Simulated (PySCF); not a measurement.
# C2H7OSi2: g tensor and hyperfine couplings

Compound: C₂H₇OSi₂ (doublet state).
Z-matrix (Å and degrees, GFN2-xTB geometry), rows numbered from 1:
```
C 
Si  1  1.8929
C   2  1.8567  1  124.88
O   3  1.2498  2  116.33  1   179.18
Si  3  1.9195  2  126.13  1    -0.39
H   1  1.0858  2  111.39  3     7.81
H   1  1.0871  2  111.25  3  -112.42
H   1  1.0868  2  111.12  3   128.07
H   2  1.4574  1  115.22  3   178.65
H   5  1.4682  3  107.80  2    -6.32
H   5  1.4629  3  109.14  2   113.21
H   5  1.4611  3  109.24  2  -126.63
```

The hyperfine couplings belong to this conformer and change with its torsions.

As a line formula: `C[SiH]C(=O)[SiH3]` [radical].

Computed, not measured: UKS B3LYP, pcH-1 on C H O Si, non-relativistic, mean-field spin-orbit, GIAO (PySCF). Geometry: GFN2-xTB, one conformer, isolated molecule. The geometry wasn't refined by DFT: couplings that depend on bond lengths, twists or pyramidal angles can differ widely from those at the functional's own minimum, by a factor of two or more for some ions and for spin on atoms past the first row. Stability of the SCF solution: not tested.

```json
{
 "g1, g2, g3": "2.00206, 2.00423, 2.00719",
 "g_iso": "2.00449",
 "Form of g": "rhombic: the two nearest values differ by 42 % of g3 − g1",
 "⟨S²⟩": "0.7611 (exact 0.7500)",
 "HOMO–LUMO gap, α and β orbitals": "4.15, 3.07 eV",
 "Total energy": "-734.60068 Eh",
 "Basis functions": "215"
}
```

Hyperfine couplings atom by atom, in 10⁻⁴ cm⁻¹; T1 to T3 are the principal values of the dipolar part (1 × 10⁻⁴ cm⁻¹ = 2.998 MHz):

| atom | isotope | a_iso | of which spin–orbit | T1 | T2 | T3 | Mulliken spin population |
| --- | --- | --- | --- | --- | --- | --- | --- |
| C1 | 13C | -3.2 | 0.0 | -0.5 | -0.3 | 0.8 | -0.04 |
| Si2 | 29Si | -41.8 | 0.4 | -51.2 | 25.5 | 25.6 | 0.82 |
| C3 | 13C | -8.6 | 0.0 | -1.1 | -0.5 | 1.6 | -0.03 |
| O4 | 17O | -6.7 | -0.1 | -29.9 | 14.5 | 15.4 | 0.27 |
| Si5 | 29Si | 3.6 | 0.0 | -0.2 | -0.2 | 0.4 | 0.00 |
| H6 | 1H | 0.5 | 0.0 | -0.8 | -0.5 | 1.3 | 0.00 |
| H7 | 1H | 15.7 | 0.0 | -1.0 | -0.5 | 1.4 | 0.01 |
| H8 | 1H | 11.8 | 0.0 | -0.9 | -0.6 | 1.4 | 0.01 |
| H9 | 1H | -12.0 | 0.0 | -3.1 | 0.9 | 2.2 | -0.04 |
| H10 | 1H | -0.1 | 0.0 | -0.5 | -0.4 | 0.9 | 0.00 |
| H11 | 1H | 1.0 | 0.0 | -0.4 | -0.3 | 0.7 | 0.00 |
| H12 | 1H | 1.0 | 0.0 | -0.4 | -0.3 | 0.7 | 0.00 |

Largest spin populations (Mulliken): Si2 (+0.82) and O4 (+0.27). The angles at Si2 add up to 360.0°, so it is planar; its axial dipolar tensor and the negative coupling of its proton fit spin in a p orbital normal to that plane.

Axes: g3 points within 13° of the Si2–C3 bond.

Under fast tumbling the dipolar parts average out, and these isotropic splittings remain: 1 × 1H (H9, I = 1/2, 2 lines) with 1.28 mT, 3 × 1H (H6/H7/H8, I = 1/2, 4 lines) with 1.00 mT and 3 × 1H (H10/H11/H12, I = 1/2, 4 lines) with 0.07 mT.

Nuclei that the bonding pattern makes equivalent are averaged, as if the motion that swaps them (rotation, inversion, ring flip) were fast. The three 1H nuclei of mean +28.0 MHz run from 1.6 to 46.9 MHz in the frozen geometry.

The 29Si coupling of Si2 (-125.4 MHz) shows only in satellite lines or after enrichment, since that isotope makes up about 4.7 % of natural silicon.

The 17O coupling of O4 (-20.1 MHz) shows only in satellite lines or after enrichment, since that isotope makes up about 0.038 % of natural oxygen.

Examples of negative spin density at the nucleus (bohr⁻³): C3 (-0.0228), Si5 (-0.0122) and C1 (-0.0086).

Time: 35 s wall (grids of density and orbitals included); peak memory 0.71 GiB. Hardware: Arm Neoverse V2, one thread, shared host with 96 logical CPUs at a one-minute load of 64.
